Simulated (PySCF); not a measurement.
Species: C₈H₁₃F.
Atom-mapped SMILES: `[F:1][C@@:2]12[CH2:3][CH2:4][CH2:5][C@@H:6]([CH2:7][CH2:8]1)[CH2:9]2` (hydrogens: H10, H11 on C3; H12, H13 on C4; H14, H15 on C5; H16 on C6; H17, H18 on C7; H19, H20 on C8; H21, H22 on C9)

Structure optimised with GFN2-xTB, isolated species.

**Question.** List the bond lengths, angles and torsions at this level.

**Answer.** 
```
  bond  length (pm)
 F1–C2        139.0
 C2–C3        152.6
 C3–C4        152.8
 C4–C5        153.0
 C5–C6        153.1
 C6–C7        153.8
 C7–C8        154.0
 C6–C9        152.7
 C2–C8        153.4
 C2–C9        152.5
C3–H10        109.2
C3–H11        109.2
C4–H12        109.1
C4–H13        109.2
C5–H14        109.2
C5–H15        109.2
C6–H16        109.2
C7–H17        108.9
C7–H18        109.0
C8–H19        109.0
C8–H20        108.9
C9–H21        109.0
C9–H22        108.9
```

A selection of angles:
```
   angle  degrees
F1–C2–C3    108.7
F1–C2–C8    110.6
F1–C2–C9    111.8
C3–C2–C8    112.8
C3–C2–C9    109.6
C8–C2–C9    103.2
C2–C3–C4    110.2
C3–C4–C5    111.9
C4–C5–C6    111.6
C5–C6–C7    111.9
C5–C6–C9    108.7
C7–C6–C9    102.6
C6–C7–C8    105.2
C2–C8–C7    104.6
C2–C9–C6     99.6
```

Torsions: F1–C2–C3–C4 175° (antiperiplanar); C2–C3–C4–C5 46° (synclinal); C3–C4–C5–C6 -46° (synclinal); C4–C5–C6–C7 -51° (synclinal); C5–C6–C7–C8 87° (synclinal); C6–C7–C8–C2 0° (synperiplanar); C5–C6–C9–C2 -72° (synclinal); F1–C2–C8–C7 149° (anticlinal); F1–C2–C9–C6 -166° (antiperiplanar).

Of the pairs four or more bonds apart, C8···H12 is among the closest relative to their van der Waals radii: 2.71 Å, 94 % of the sum of Bondi's values. The 6-membered ring C2–C3–C4–C5–C6–C9 has internal angles of 99.6° to 111.9°; it is puckered, 0.27 Å rms from its mean plane, widest ring torsion 73°. The 5-membered ring C2–C8–C7–C6–C9 has internal angles of 99.6° to 105.2°; it is puckered, 0.22 Å rms from its mean plane, widest ring torsion 47°.

Point group: C1 (no symmetry element, even within 0.4 Å). Stationary, but not proved a minimum.

All values are computed, not measured.
